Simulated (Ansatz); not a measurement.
## Molecular dynamics of AlH8NO2Si2

input.yaml

```yaml
crystal:
  periodic: [false, false, false]
  atoms:
    - { symbol: Al, position_ang: [-0.027279, -0.486466, 0.404819] }
    - { symbol: "N", position_ang: [0.138177, 0.421234, 1.927131] }
    - { symbol: H, position_ang: [-0.644455, 0.722168, 2.487046] }
    - { symbol: H, position_ang: [1.023871, 0.692214, 2.325293] }
    - { symbol: O, position_ang: [1.371624, -0.935973, -0.453345] }
    - { symbol: Si, position_ang: [2.653544, -1.45678, -1.416182] }
    - { symbol: H, position_ang: [2.182753, -2.471685, -2.425778] }
    - { symbol: H, position_ang: [3.259558, -0.292578, -2.155306] }
    - { symbol: H, position_ang: [3.719235, -2.093003, -0.562748] }
    - { symbol: O, position_ang: [-1.582449, -0.88606, -0.158293] }
    - { symbol: Si, position_ang: [-3.049356, -1.359388, -0.840421] }
    - { symbol: H, position_ang: [-3.492362, -2.679614, -0.266011] }
    - { symbol: H, position_ang: [-4.11099, -0.329961, -0.553785] }
    - { symbol: H, position_ang: [-2.918772, -1.505909, -2.33442] }
basis:
  gaussian: { orbitals: "6-31G" }
hamiltonian:
  xc: pbe0
  dispersion: d4
md:
  timestep: 0.25
  n_steps: 150
  ensemble: nve_milne
  temperature: 300.0
  initial_velocities: maxwell_boltzmann
  seed: 662684
```

Run as:

```bash
$ ansatz run input.yaml --threads 1 --pin off --max-ram 2048MiB --backend cpu --events-out ev --progress --plain --runs-dir out
```

It starts from a relaxed structure.

Output, in part (one step line in 2, the closing report, with atoms numbered from 0):

```
md step     0: t =     0.00 fs  T =   300.0 K  F+E_penalty+E_count = -28050.64387357 eV  E_kin = 0.465336 eV  conserved = -28050.17853757 eV  (25 SCF iters)
md step     2: t =     0.50 fs  T =   291.7 K  F+E_penalty+E_count = -28050.63098635 eV  E_kin = 0.452460 eV  conserved = -28050.17852597 eV  (25 SCF iters)
md step     4: t =     1.00 fs  T =   269.4 K  F+E_penalty+E_count = -28050.59640515 eV  E_kin = 0.417875 eV  conserved = -28050.17852974 eV  (25 SCF iters)
md step     6: t =     1.50 fs  T =   241.5 K  F+E_penalty+E_count = -28050.55309008 eV  E_kin = 0.374553 eV  conserved = -28050.17853728 eV  (24 SCF iters)
md step     8: t =     2.00 fs  T =   218.9 K  F+E_penalty+E_count = -28050.51802531 eV  E_kin = 0.339493 eV  conserved = -28050.17853193 eV  (24 SCF iters)
md step    10: t =     2.50 fs  T =   208.6 K  F+E_penalty+E_count = -28050.50208513 eV  E_kin = 0.323551 eV  conserved = -28050.17853404 eV  (24 SCF iters)
md step    12: t =     3.00 fs  T =   209.4 K  F+E_penalty+E_count = -28050.50332293 eV  E_kin = 0.324794 eV  conserved = -28050.17852872 eV  (24 SCF iters)
md step    14: t =     3.50 fs  T =   213.7 K  F+E_penalty+E_count = -28050.50994300 eV  E_kin = 0.331408 eV  conserved = -28050.17853499 eV  (24 SCF iters)
md step    16: t =     4.00 fs  T =   213.5 K  F+E_penalty+E_count = -28050.50966668 eV  E_kin = 0.331134 eV  conserved = -28050.17853302 eV  (25 SCF iters)
md step    18: t =     4.50 fs  T =   205.3 K  F+E_penalty+E_count = -28050.49703783 eV  E_kin = 0.318515 eV  conserved = -28050.17852310 eV  (24 SCF iters)
md step    20: t =     5.00 fs  T =   190.8 K  F+E_penalty+E_count = -28050.47450483 eV  E_kin = 0.295971 eV  conserved = -28050.17853392 eV  (27 SCF iters)
md step    22: t =     5.50 fs  T =   174.5 K  F+E_penalty+E_count = -28050.44917666 eV  E_kin = 0.270645 eV  conserved = -28050.17853156 eV  (24 SCF iters)
md step    24: t =     6.00 fs  T =   161.4 K  F+E_penalty+E_count = -28050.42880308 eV  E_kin = 0.250277 eV  conserved = -28050.17852649 eV  (23 SCF iters)
md step    26: t =     6.50 fs  T =   155.0 K  F+E_penalty+E_count = -28050.41889662 eV  E_kin = 0.240366 eV  conserved = -28050.17853067 eV  (24 SCF iters)
md step    28: t =     7.00 fs  T =   156.5 K  F+E_penalty+E_count = -28050.42123795 eV  E_kin = 0.242709 eV  conserved = -28050.17852919 eV  (24 SCF iters)
md step    30: t =     7.50 fs  T =   164.3 K  F+E_penalty+E_count = -28050.43341558 eV  E_kin = 0.254882 eV  conserved = -28050.17853316 eV  (25 SCF iters)
md step    32: t =     8.00 fs  T =   174.5 K  F+E_penalty+E_count = -28050.44913671 eV  E_kin = 0.270609 eV  conserved = -28050.17852729 eV  (24 SCF iters)
md step    34: t =     8.50 fs  T =   181.1 K  F+E_penalty+E_count = -28050.45948276 eV  E_kin = 0.280955 eV  conserved = -28050.17852732 eV  (26 SCF iters)
md step    36: t =     9.00 fs  T =   178.6 K  F+E_penalty+E_count = -28050.45552208 eV  E_kin = 0.276985 eV  conserved = -28050.17853755 eV  (25 SCF iters)
md step    38: t =     9.50 fs  T =   163.6 K  F+E_penalty+E_count = -28050.43232749 eV  E_kin = 0.253801 eV  conserved = -28050.17852683 eV  (25 SCF iters)
md step    40: t =    10.00 fs  T =   138.4 K  F+E_penalty+E_count = -28050.39316175 eV  E_kin = 0.214633 eV  conserved = -28050.17852909 eV  (25 SCF iters)
md step    42: t =    10.50 fs  T =   111.0 K  F+E_penalty+E_count = -28050.35064836 eV  E_kin = 0.172111 eV  conserved = -28050.17853762 eV  (27 SCF iters)
md step    44: t =    11.00 fs  T =    92.3 K  F+E_penalty+E_count = -28050.32172015 eV  E_kin = 0.143187 eV  conserved = -28050.17853343 eV  (24 SCF iters)
md step    46: t =    11.50 fs  T =    89.7 K  F+E_penalty+E_count = -28050.31773091 eV  E_kin = 0.139196 eV  conserved = -28050.17853511 eV  (24 SCF iters)
md step    48: t =    12.00 fs  T =   102.3 K  F+E_penalty+E_count = -28050.33721708 eV  E_kin = 0.158688 eV  conserved = -28050.17852958 eV  (23 SCF iters)
md step    50: t =    12.50 fs  T =   122.1 K  F+E_penalty+E_count = -28050.36792190 eV  E_kin = 0.189388 eV  conserved = -28050.17853405 eV  (24 SCF iters)
md step    52: t =    13.00 fs  T =   140.0 K  F+E_penalty+E_count = -28050.39567737 eV  E_kin = 0.217143 eV  conserved = -28050.17853418 eV  (24 SCF iters)
md step    54: t =    13.50 fs  T =   150.5 K  F+E_penalty+E_count = -28050.41204512 eV  E_kin = 0.233521 eV  conserved = -28050.17852413 eV  (24 SCF iters)
md step    56: t =    14.00 fs  T =   153.2 K  F+E_penalty+E_count = -28050.41621732 eV  E_kin = 0.237684 eV  conserved = -28050.17853312 eV  (24 SCF iters)
md step    58: t =    14.50 fs  T =   150.9 K  F+E_penalty+E_count = -28050.41258266 eV  E_kin = 0.234050 eV  conserved = -28050.17853236 eV  (24 SCF iters)
md step    60: t =    15.00 fs  T =   147.5 K  F+E_penalty+E_count = -28050.40727523 eV  E_kin = 0.228748 eV  conserved = -28050.17852765 eV  (24 SCF iters)
md step    62: t =    15.50 fs  T =   146.4 K  F+E_penalty+E_count = -28050.40557658 eV  E_kin = 0.227046 eV  conserved = -28050.17853046 eV  (25 SCF iters)
md step    64: t =    16.00 fs  T =   149.5 K  F+E_penalty+E_count = -28050.41043344 eV  E_kin = 0.231905 eV  conserved = -28050.17852888 eV  (25 SCF iters)
md step    66: t =    16.50 fs  T =   156.8 K  F+E_penalty+E_count = -28050.42177116 eV  E_kin = 0.243237 eV  conserved = -28050.17853366 eV  (24 SCF iters)
md step    68: t =    17.00 fs  T =   166.2 K  F+E_penalty+E_count = -28050.43636142 eV  E_kin = 0.257834 eV  conserved = -28050.17852767 eV  (24 SCF iters)
md step    70: t =    17.50 fs  T =   174.0 K  F+E_penalty+E_count = -28050.44841477 eV  E_kin = 0.269888 eV  conserved = -28050.17852633 eV  (25 SCF iters)
md step    72: t =    18.00 fs  T =   175.9 K  F+E_penalty+E_count = -28050.45133468 eV  E_kin = 0.272797 eV  conserved = -28050.17853761 eV  (25 SCF iters)
md step    74: t =    18.50 fs  T =   169.1 K  F+E_penalty+E_count = -28050.44083949 eV  E_kin = 0.262312 eV  conserved = -28050.17852718 eV  (25 SCF iters)
md step    76: t =    19.00 fs  T =   154.8 K  F+E_penalty+E_count = -28050.41864586 eV  E_kin = 0.240118 eV  conserved = -28050.17852793 eV  (24 SCF iters)
md step    78: t =    19.50 fs  T =   139.0 K  F+E_penalty+E_count = -28050.39414467 eV  E_kin = 0.215608 eV  conserved = -28050.17853672 eV  (24 SCF iters)
md step    80: t =    20.00 fs  T =   130.5 K  F+E_penalty+E_count = -28050.38098378 eV  E_kin = 0.202452 eV  conserved = -28050.17853189 eV  (23 SCF iters)
md step    82: t =    20.50 fs  T =   135.6 K  F+E_penalty+E_count = -28050.38882889 eV  E_kin = 0.210295 eV  conserved = -28050.17853400 eV  (25 SCF iters)
md step    84: t =    21.00 fs  T =   153.3 K  F+E_penalty+E_count = -28050.41625675 eV  E_kin = 0.237728 eV  conserved = -28050.17852898 eV  (24 SCF iters)
md step    86: t =    21.50 fs  T =   175.9 K  F+E_penalty+E_count = -28050.45143541 eV  E_kin = 0.272903 eV  conserved = -28050.17853264 eV  (24 SCF iters)
md step    88: t =    22.00 fs  T =   194.3 K  F+E_penalty+E_count = -28050.47991472 eV  E_kin = 0.301381 eV  conserved = -28050.17853407 eV  (27 SCF iters)
md step    90: t =    22.50 fs  T =   202.4 K  F+E_penalty+E_count = -28050.49244518 eV  E_kin = 0.313923 eV  conserved = -28050.17852222 eV  (24 SCF iters)
md step    92: t =    23.00 fs  T =   199.3 K  F+E_penalty+E_count = -28050.48769418 eV  E_kin = 0.309162 eV  conserved = -28050.17853202 eV  (24 SCF iters)
md step    94: t =    23.50 fs  T =   188.1 K  F+E_penalty+E_count = -28050.47034722 eV  E_kin = 0.291814 eV  conserved = -28050.17853305 eV  (24 SCF iters)
md step    96: t =    24.00 fs  T =   173.5 K  F+E_penalty+E_count = -28050.44768468 eV  E_kin = 0.269159 eV  conserved = -28050.17852523 eV  (24 SCF iters)
md step    98: t =    24.50 fs  T =   160.0 K  F+E_penalty+E_count = -28050.42675107 eV  E_kin = 0.248220 eV  conserved = -28050.17853068 eV  (24 SCF iters)
md step   100: t =    25.00 fs  T =   150.9 K  F+E_penalty+E_count = -28050.41259537 eV  E_kin = 0.234066 eV  conserved = -28050.17852914 eV  (24 SCF iters)
md step   102: t =    25.50 fs  T =   147.5 K  F+E_penalty+E_count = -28050.40733636 eV  E_kin = 0.228805 eV  conserved = -28050.17853135 eV  (23 SCF iters)
md step   104: t =    26.00 fs  T =   149.1 K  F+E_penalty+E_count = -28050.40976882 eV  E_kin = 0.231240 eV  conserved = -28050.17852904 eV  (25 SCF iters)
md step   106: t =    26.50 fs  T =   152.8 K  F+E_penalty+E_count = -28050.41560429 eV  E_kin = 0.237078 eV  conserved = -28050.17852647 eV  (25 SCF iters)
md step   108: t =    27.00 fs  T =   154.9 K  F+E_penalty+E_count = -28050.41872871 eV  E_kin = 0.240192 eV  conserved = -28050.17853658 eV  (25 SCF iters)
md step   110: t =    27.50 fs  T =   151.7 K  F+E_penalty+E_count = -28050.41377604 eV  E_kin = 0.235247 eV  conserved = -28050.17852909 eV  (25 SCF iters)
md step   112: t =    28.00 fs  T =   142.5 K  F+E_penalty+E_count = -28050.39958049 eV  E_kin = 0.221053 eV  conserved = -28050.17852729 eV  (24 SCF iters)
md step   114: t =    28.50 fs  T =   130.9 K  F+E_penalty+E_count = -28050.38154129 eV  E_kin = 0.203004 eV  conserved = -28050.17853685 eV  (26 SCF iters)
md step   116: t =    29.00 fs  T =   123.4 K  F+E_penalty+E_count = -28050.36998003 eV  E_kin = 0.191448 eV  conserved = -28050.17853240 eV  (25 SCF iters)
md step   118: t =    29.50 fs  T =   125.8 K  F+E_penalty+E_count = -28050.37373431 eV  E_kin = 0.195201 eV  conserved = -28050.17853370 eV  (23 SCF iters)
md step   120: t =    30.00 fs  T =   138.4 K  F+E_penalty+E_count = -28050.39319605 eV  E_kin = 0.214666 eV  conserved = -28050.17853049 eV  (24 SCF iters)
md step   122: t =    30.50 fs  T =   155.1 K  F+E_penalty+E_count = -28050.41916385 eV  E_kin = 0.240632 eV  conserved = -28050.17853217 eV  (24 SCF iters)
md step   124: t =    31.00 fs  T =   167.7 K  F+E_penalty+E_count = -28050.43869946 eV  E_kin = 0.260164 eV  conserved = -28050.17853503 eV  (24 SCF iters)
md step   126: t =    31.50 fs  T =   170.2 K  F+E_penalty+E_count = -28050.44254441 eV  E_kin = 0.264021 eV  conserved = -28050.17852380 eV  (24 SCF iters)
md step   128: t =    32.00 fs  T =   161.3 K  F+E_penalty+E_count = -28050.42871927 eV  E_kin = 0.250188 eV  conserved = -28050.17853127 eV  (25 SCF iters)
md step   130: t =    32.50 fs  T =   143.9 K  F+E_penalty+E_count = -28050.40166888 eV  E_kin = 0.223135 eV  conserved = -28050.17853413 eV  (25 SCF iters)
md step   132: t =    33.00 fs  T =   123.0 K  F+E_penalty+E_count = -28050.36938106 eV  E_kin = 0.190855 eV  conserved = -28050.17852615 eV  (23 SCF iters)
md step   134: t =    33.50 fs  T =   104.4 K  F+E_penalty+E_count = -28050.34052632 eV  E_kin = 0.161996 eV  conserved = -28050.17853029 eV  (27 SCF iters)
md step   136: t =    34.00 fs  T =    92.7 K  F+E_penalty+E_count = -28050.32226162 eV  E_kin = 0.143732 eV  conserved = -28050.17852975 eV  (24 SCF iters)
md step   138: t =    34.50 fs  T =    90.3 K  F+E_penalty+E_count = -28050.31866091 eV  E_kin = 0.140130 eV  conserved = -28050.17853129 eV  (25 SCF iters)
md step   140: t =    35.00 fs  T =    97.5 K  F+E_penalty+E_count = -28050.32971685 eV  E_kin = 0.151187 eV  conserved = -28050.17852974 eV  (22 SCF iters)
md step   142: t =    35.50 fs  T =   111.3 K  F+E_penalty+E_count = -28050.35111663 eV  E_kin = 0.172591 eV  conserved = -28050.17852590 eV  (25 SCF iters)
md step   144: t =    36.00 fs  T =   126.8 K  F+E_penalty+E_count = -28050.37521283 eV  E_kin = 0.196677 eV  conserved = -28050.17853551 eV  (25 SCF iters)
md step   146: t =    36.50 fs  T =   138.6 K  F+E_penalty+E_count = -28050.39350212 eV  E_kin = 0.214973 eV  conserved = -28050.17852933 eV  (25 SCF iters)
md step   148: t =    37.00 fs  T =   143.0 K  F+E_penalty+E_count = -28050.40037408 eV  E_kin = 0.221849 eV  conserved = -28050.17852541 eV  (26 SCF iters)
md step   150: t =    37.50 fs  T =   140.6 K  F+E_penalty+E_count = -28050.39659107 eV  E_kin = 0.218056 eV  conserved = -28050.17853522 eV  (27 SCF iters)
Total energy: -28050.39663399 eV, -1030.8330630575 hartree
Atom 0 at    -0.046790    -0.478422     0.360216 Å, force     0.156756    -0.129984     0.335886 eV/Å
Atom 1 at     0.194230     0.406447     1.917496 Å, force     1.378314    -0.212974    -1.459378 eV/Å
Atom 2 at    -0.521671     0.556641     2.562226 Å, force    -1.454296     0.224977     1.108899 eV/Å
Atom 3 at     1.046542     0.862584     2.225209 Å, force    -0.091129    -0.276894    -0.265140 eV/Å
Atom 4 at     1.246091    -1.007771    -0.611804 Å, force     0.778974    -0.184990    -0.138823 eV/Å
Atom 5 at     2.735505    -1.430312    -1.344948 Å, force    -0.755389     0.610465     0.156112 eV/Å
Atom 6 at     2.600943    -2.465424    -2.431871 Å, force    -0.105822    -0.000233     0.113660 eV/Å
Atom 7 at     3.267012    -0.158808    -1.943980 Å, force     0.169615    -0.025694    -0.132824 eV/Å
Atom 8 at     3.705563    -1.901367    -0.311581 Å, force     0.129790    -0.169766     0.136197 eV/Å
Atom 9 at    -1.593842    -0.953532    -0.157084 Å, force     0.434518     0.219902     0.988805 eV/Å
Atom 10 at    -3.079985    -1.328434    -0.788166 Å, force    -0.424198     0.047259    -1.722719 eV/Å
Atom 11 at    -3.696360    -2.645079    -0.382412 Å, force     0.241069     0.004678     0.141794 eV/Å
Atom 12 at    -4.106143    -0.259428    -0.497808 Å, force     0.057339    -0.002075     0.055748 eV/Å
Atom 13 at    -2.790644    -1.346723    -2.322489 Å, force    -0.515539    -0.104673     0.681781 eV/Å
Dipole moment:     0.115637     0.144544     0.262756 e Å
```

The run went to its last step. The conserved energy stayed within 0.0012 meV per atom of its start (net change 0.00021 meV per atom), so the integration is sound. A run of 0.037 ps of so small a system gives no equilibrium averages. Limits of this set-up: no polarisation functions.

The same pairs are bonded in the first frame and the last. Pairs count as bonded within 1.25 times the sum of covalent radii (0.12 Å more for H–H).

Last frame:

```xyz
14
Properties=species:S:1:pos:R:3
Al -0.047 -0.478 0.360
N 0.194 0.406 1.917
H -0.522 0.557 2.562
H 1.046 0.863 2.225
O 1.246 -1.008 -0.612
Si 2.736 -1.430 -1.345
H 2.601 -2.465 -2.432
H 3.267 -0.159 -1.944
H 3.706 -1.901 -0.312
O -1.594 -0.954 -0.157
Si -3.080 -1.328 -0.788
H -3.696 -2.645 -0.382
H -4.106 -0.259 -0.498
H -2.791 -1.347 -2.322
```

Run time: 18 min on 1 thread of Arm Neoverse V1, with other jobs on the host, peak memory 0.2 GiB.
